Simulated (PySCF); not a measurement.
# Electron correlation in Ar²⁺ (argon, charge +2)

[Ne] 3s2 3p3 3d1, high-spin 5D determinant (an excited configuration). Calculation: PySCF 2.14, in aug-cc-pwCVDZ (6s5p3d, 36 functions); the non-relativistic Hamiltonian (point nucleus). Frozen: 1s2; 14 electrons correlated.

| level | correlation energy (mhartree) |
| --- | --- |
| CCSD | -237.47 |
| (T) | -1.84 |
| CCSD(T) | -239.31 |

Diagnostics: T1 = 0.0021, D1 = 0.0081, largest double amplitude 0.059.

Q: Is a single reference adequate?

A: Yes: T1 lies below 0.03 and no double amplitude reaches 0.07.
